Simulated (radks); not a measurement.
Isoelectronic series with 17 electrons, all held in the configuration [Ne] 3s2 3p5, which need not be the ground one along the series. All-electron calculation, Dirac Kohn-Sham, BLYP, spin-unpolarised, spherical densities, finite nucleus; open shells fill j = l - 1/2 first; Fermi nuclear charge, rms radius of each element as measured or else 0.836 A^(1/3) + 0.57 fm. Program: a radial shooting solver on a logarithmic mesh with Libxc functionals. Total energies (hartree) and orbital eigenvalues (eV) (* marks an orbital that is empty in some or all of the ions):

| ion | E (hartree) | 3d3/2* | 3p3/2 | 3p1/2 | 3s1/2 | 2p3/2 |
|---|---|---|---|---|---|---|
| Pd29+ | -4449.11741 | -1548.813 | -1681.619 | -1719.174 | -1806.901 | -4529.617 |
| Ag30+ | -4665.00473 | -1648.979 | -1785.740 | -1827.346 | -1917.934 | -4782.607 |
| Cd31+ | -4886.42098 | -1752.259 | -1892.982 | -1938.969 | -2032.439 | -5042.531 |
| In32+ | -5113.41046 | -1858.656 | -2003.350 | -2054.066 | -2150.443 | -5309.398 |
| Sn33+ | -5346.00922 | -1968.177 | -2116.850 | -2172.662 | -2271.972 | -5583.215 |
| Sb34+ | -5584.26127 | -2080.826 | -2233.488 | -2294.785 | -2397.052 | -5863.991 |
| Te35+ | -5828.20683 | -2196.609 | -2353.270 | -2420.460 | -2525.712 | -6151.735 |
| I36+ | -6077.89793 | -2315.532 | -2476.202 | -2549.718 | -2657.982 | -6446.457 |
| Xe37+ | -6333.37439 | -2437.600 | -2602.291 | -2682.586 | -2793.891 | -6748.167 |
| Cs38+ | -6594.6887 | -2562.820 | -2731.542 | -2819.097 | -2933.471 | -7056.873 |
| Ba39+ | -6861.8873 | -2691.198 | -2863.963 | -2959.282 | -3076.755 | -7372.586 |
| La40+ | -7135.0257 | -2822.740 | -2999.561 | -3103.173 | -3223.778 | -7695.317 |
| Ce41+ | -7414.1549 | -2957.454 | -3138.342 | -3250.805 | -3374.574 | -8025.075 |
| Pr42+ | -7699.3322 | -3095.346 | -3280.314 | -3402.214 | -3529.179 | -8361.873 |
| Nd43+ | -7990.6130 | -3236.423 | -3425.485 | -3557.437 | -3687.632 | -8705.721 |
| Pm44+ | -8288.0516 | -3380.693 | -3573.862 | -3716.512 | -3849.970 | -9056.632 |
| Sm45+ | -8591.6975 | -3528.163 | -3725.454 | -3879.478 | -4016.228 | -9414.617 |
| Eu46+ | -8901.6516 | -3678.841 | -3880.267 | -4046.377 | -4186.463 | -9779.686 |
| Gd47+ | -9217.9557 | -3832.734 | -4038.311 | -4217.251 | -4360.710 | -10151.85 |
| Tb48+ | -9540.7285 | -3989.851 | -4199.593 | -4392.145 | -4539.032 | -10531.13 |
| Dy49+ | -9869.9111 | -4150.201 | -4364.125 | -4571.106 | -4721.428 | -10917.53 |

Estimate the row of Ho50+.

Answer. E (hartree) -10205.7242; 3d3/2* -4313.790; 3p3/2 -4531.911; 3p1/2 -4754.180; 3s1/2 -4908.002; 2p3/2 -11311.07.
